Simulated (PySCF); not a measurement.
## Mayer bond orders and bond lengths

Compound: C7H11F3.
Atom-mapped SMILES: `[CH3:1][C:2]([CH3:3])=[C:4]([CH3:5])[CH2:6][C:7]([F:8])([F:9])[F:10]` (hydrogens: H11, H12, H13 on C1; H14, H15, H16 on C3; H17, H18, H19 on C5; H20, H21 on C6)

Geometry (GFN2-xTB, Å), atoms numbered from 1 in this order:
```xyz
21
C7H11F3 angstrom
C     -1.4256   -0.4715   -1.4329
C     -1.0186   -0.0328   -0.0594
C     -2.1088    0.6566    0.7137
C      0.1918   -0.1925    0.4795
C      0.5173    0.3174    1.8571
C      1.3364   -0.8788   -0.2292
C      2.1604    0.1182   -1.0235
F      3.1649   -0.4830   -1.6909
F      1.4417    0.7750   -1.9445
F      2.7346    1.0531   -0.2519
H     -2.3487   -1.0474   -1.3784
H     -0.6752   -1.0687   -1.9393
H     -1.6179    0.4086   -2.0460
H     -1.8501    1.6991    0.8963
H     -2.2595    0.1802    1.6809
H     -3.0447    0.6303    0.1633
H      1.5908    0.3412    2.0218
H      0.1314    1.3236    2.0021
H      0.0687   -0.3229    2.6178
H      2.0078   -1.3478    0.4928
H      0.9942   -1.6409   -0.9297
```

Bond orders from the PBE0/pcSseg-1 density (PySCF). One conformer (not necessarily the lowest) at the GFN2-xTB geometry, without solvent, vibrations or thermal averaging.

(1) How far do the computed orders between heavy atoms stray from the drawn ones?

(2) Give the Mayer order of every bond between heavy atoms, beside its length.

Results:

(1) The largest departure is 0.222, at C2–C4 (drawn double, 1.778). Drawn single, order above 1.12: C1–C2 (1.129).

(2) 
```
  bond  drawn as  length (Å)  Mayer order
 C1–C2    single       1.498        1.129
 C2–C3    single       1.504        1.097
 C2–C4    double       1.335        1.778
 C4–C5    single       1.505        1.106
 C4–C6    single       1.511        1.063
 C6–C7    single       1.518        1.016
 C7–F8    single       1.348        0.991
 C7–F9    single       1.340        1.006
C7–F10    single       1.341        0.999
```

Bonds between the same two heavy elements. C–C: lowest C6–C7 (1.016, 1.518 Å), highest C2–C4 (1.778, 1.335 Å). C–F: all 3 within 0.02 of one another (0.991 to 1.006).

And the bonds to hydrogen?

C–H: 0.92 to 0.96 (11 bonds).

Sum the orders of all bonds at each heavy atom with more than one neighbour and set the sums beside the valence in the SMILES.

C1 3.953 (drawn 4), C2 4.004 (drawn 4), C3 3.944 (drawn 4), C4 3.947 (drawn 4), C5 3.941 (drawn 4), C6 3.929 (drawn 4), C7 4.012 (drawn 4). Orders between atoms that aren't bonded are not in these sums.

For a closed shell the Mayer order of atoms A and B is Σ (PS)μν (PS)νμ over the basis functions μ on A and ν on B, with P the density and S the overlap matrix.
